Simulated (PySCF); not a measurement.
CH₆AlClGe. Atoms are numbered in the order given.

```xyz
10

Al    -0.0544     0.4695    -0.7223
Cl     1.8748     0.1327    -1.5461
Ge    -0.5323    -0.6612     1.4246
H     -0.4315    -2.1996     1.2949
H      0.4700    -0.2451     2.5271
H     -1.9496    -0.3457     1.9600
C     -1.2743     1.6477    -1.6839
H     -2.3092     1.2660    -1.6648
H     -0.9716     1.7978    -2.7323
H     -1.2932     2.6398    -1.1968
```

Coordinates come from a B3LYP-D3(BJ)/def2-SVP optimisation. The structure was generated by enumeration; whether it is a known compound was not checked.

Method: PBE/pcSseg-1 run with PySCF.

GIAO shieldings, no solvent; atoms alike by connectivity are averaged. δ = σ(ref) − σ: ³⁵Cl against HCl (σ = 936.5 ppm); ⁷³Ge against GeH4 (σ = 1614.4 ppm); ¹H against TMS (σ = 31.49 ppm); ¹³C against TMS (σ = 182.0 ppm), references at their B3LYP-D3(BJ)/def2-TZVP geometries, non-relativistic (without spin–orbit terms, shifts of atoms bonded to Cl or Br come out too high).

### Question
Estimate the chemical shifts. (The exact figures need the calculation; the answer reports its results.)

### Answer

| nucleus | atoms | count | δ (ppm) |
|---|---|---|---|
| ³⁵Cl | Cl2 | 1 | 163.7 |
| ⁷³Ge | Ge3 | 1 | -82.3 |
| ¹H | H4, H5, H6 | 3 | 3.53 |
| ¹H | H8, H9, H10 | 3 | 0.48 |
| ¹³C | C7 | 1 | 3.7 |
